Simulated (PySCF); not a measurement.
Species: H4O2SiTe.
Geometry (PBE0-D3(BJ)/def2-SVP, Å), atoms numbered from 1 in this order:
```
atom  x, y, z in Å
O1    -0.9763   -1.1165   -0.4603
Si2   -0.1217    0.1482    0.1797
O3    -0.4597    1.6363   -0.4605
Te4    2.3229   -0.2496   -0.2503
H5    -0.6541   -1.4757   -1.2930
H6    -0.4975    0.2314    1.6044
H7    -0.2256    1.7941   -1.3800
H8     2.1480   -1.8777    0.0494
```

Method used: PySCF 2.14.0, PBE0-D3(BJ)/def2-SVP geometry optimisation, gas phase, def2 core potentials past Kr.

Take the most abundant isotopes and a rigid rotor. The values belong to one conformer with, in the numbering `[OH:1][SiH:2]([OH:3])[TeH:4]`, H–O1–Si2–O3 81°, O1–Si2–O3–H -66°, O1–Si2–Te4–H -39°.

(1) Give the principal moments of inertia and the rotational constants in MHz.

(2) What kind of rotor is it?

(3) Is it planar, by Δ = Ic − Ia − Ib?

(4) Which types of transition are allowed, and where do some lines up to J = 2 fall?

## Answers

(1) Ia = 83.21, Ib = 351.75, Ic = 410.28 u·Å²; 505379 MHz·u·Å²/I gives A = 6074, B = 1437, C = 1232 MHz.

(2) A near-prolate asymmetric top; Ray's κ = -0.915.

(3) Not planar: Δ = Ic − Ia − Ib = -24.67 u·Å². For a rigid frame Δ = −2 Σ m c², so Σ m c² = 12.34 u·Å² lies off the ab plane: 5.95 from hydrogen and 6.38 from heavier atoms. The atom farthest from that plane is 1.81 Å away.

(4) The dipole components are |μa| = 0.42 D, |μb| = 0.39 D, |μc| = 2.03 D. The squared components, which scale the intensities, stand as 0.04 : 0.04 : 1.00 (a : b : c). Some lines, for components of 0.1 D or more:

| type | branch | J(Ka,Kc) | MHz | lower level (cm⁻¹) |
| --- | --- | --- | --- | --- |
| a | Q | 2(1,1) ← 2(1,2) | 615 | 0.415 |
| b | R | 2(0,2) ← 1(1,1) | 694 | 0.244 |
| a | R | 1(0,1) ← 0(0,0) | 2669 | 0.000 |
| c | Q | 2(1,2) ← 2(0,2) | 4439 | 0.267 |
| c | Q | 1(1,1) ← 1(0,1) | 4637 | 0.089 |
| b | Q | 1(1,0) ← 1(0,1) | 4842 | 0.089 |
| b | Q | 2(1,1) ← 2(0,2) | 5053 | 0.267 |
| a | R | 2(1,2) ← 1(1,1) | 5132 | 0.244 |
| a | R | 2(0,2) ← 1(0,1) | 5330 | 0.089 |
| a | R | 2(1,1) ← 1(1,0) | 5542 | 0.251 |
| b | R | 1(1,1) ← 0(0,0) | 7305 | 0.000 |
| c | R | 1(1,0) ← 0(0,0) | 7510 | 0.000 |
| b | R | 2(1,2) ← 1(0,1) | 9769 | 0.089 |
| b | Q | 2(2,0) ← 2(1,1) | 13917 | 0.435 |
| b | Q | 2(2,1) ← 2(1,2) | 14526 | 0.415 |
| b | R | 2(2,1) ← 1(1,0) | 19453 | 0.251 |
| c | R | 2(2,0) ← 1(1,0) | 19459 | 0.251 |
| c | R | 2(2,1) ← 1(1,1) | 19658 | 0.244 |
| b | R | 2(2,0) ← 1(1,1) | 19664 | 0.244 |

Not checked by PBE0-D3(BJ)/def2-SVP frequencies. Zero-point vibration and centrifugal distortion are left out.
